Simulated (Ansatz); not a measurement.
Consider the ligand exchange at a B–N bond: `BN1C[SiH2]1` + `N=C=O` → `BN=C=O` + `C1N[SiH2]1`.

Gas-phase electronic energies from Ansatz, PBE0-D4/def2-TZVP geometries. CCSD(T)/CBS adds triple-zeta CCSD(T) − MP2 to the extrapolated MP2 energy (def2 sets, frozen cores). This one scheme is used for every species. DFT in def2-TZVPP. B3LYP here is the variant with VWN-RPA as its local correlation; programs differ in this. HSE06 is defined as in plane-wave codes. Each species was taken in one conformer, which may not be the lowest.

```csv
level,ΔE (kJ/mol),difference from CCSD(T)/CBS
LDA (SPW92),36.4,3.3
PBE-D4,33.1,0.0
revPBE-D4,33.1,0.0
BLYP-D4,33.4,0.3
r2SCAN-D4,31.6,-1.5
B97M-V,29.5,-3.6
B3LYP-D4,32.3,-0.8
r2SCANh-D4,31.3,-1.8
HSE06-D4,31.7,-1.4
BHLYP-D4,30.7,-2.4
CAM-B3LYP-D4,33.3,0.2
ωB97X-V,32.3,-0.8
ωB97M-V,33.4,0.3
B2PLYP,31.1,-2.0
PBE-QIDH,31.6,-1.5
PBE,30.9,-2.2
revPBE,28.9,-4.2
BLYP,29.1,-4.0
PBE0,29.9,-3.2
B3LYP,28.8,-4.3
r2SCANh,30.7,-2.4
r2SCAN0,30.1,-3.0
HSE06,29.9,-3.2
BHLYP,27.6,-5.5
CAM-B3LYP,31.3,-1.8
LC-ωPBE,32.4,-0.7
RPA@PBE/def2-TZVPP,34.8,1.7
HF/def2-SVP,22.5,-10.6
CCSD/def2-SVP,34.2,1.1
CCSD(T)/def2-SVP,35.6,2.5
HF/def2-TZVPP,23.3,-9.8
MP2/def2-TZVPP,33.9,0.8
SCS-MP2/def2-TZVPP,32.7,-0.4
CCSD/def2-TZVPP,32.8,-0.3
CCSD(T)/def2-TZVPP,34.1,1.0
HF/def2-QZVPP,23.3,-9.8
MP2/def2-QZVPP,33.3,0.2
SCS-MP2/def2-QZVPP,32.2,-0.9
HF/CBS(def2),23.3,-9.8
MP2/CBS(def2),32.9,-0.2
CCSD(T)/CBS,33.1,0
```

Largest T1 diagnostic among the species: 0.018.

Leaving LDA and LC-ωPBE aside and taking each functional with its dispersion term where it has one, the values spread over 3.9 kJ/mol, from B97M-V to ωB97M-V. LDA lies +5.5 kJ/mol from PBE without D4. In def2-TZVPP, CCSD(T) changes the Hartree–Fock value by +10.8 kJ/mol (the triples alone add +1.3 kJ/mol) and MP2 by +10.6 kJ/mol.
